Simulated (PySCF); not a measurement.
**Ionisation energy of Cu⁺ by level of theory**

Cu⁺ [Ar] 3d10 (1S) → Cu²⁺ [Ar] 3d9 (2D), as a difference of total energies. Computed with PySCF 2.14 in aug-cc-pVDZ-DK (7s6p4d2f, 59 functions), with scalar relativity by spin-free X2C-1e. Correlated levels: valence: [Ar] frozen. The calculations carry no spin-orbit coupling.

```tsv
method	ionisation energy (eV)	difference from reference (eV)
UHF	17.177	-3.115
MP2 (valence)	20.692	+0.400
SCS-MP2 (valence)	20.254	-0.038
CCSD (valence)	19.715	-0.577
CCSD(T) (valence)	19.904	-0.388
```

Reference: 20.292 eV (measured; NIST Atomic Spectra Database, ionization energies).

The reference lies between the lowest fine-structure levels, while these numbers refer to the centres of the terms.

Errors of the correlated levels include the incompleteness of this basis and the frozen core.
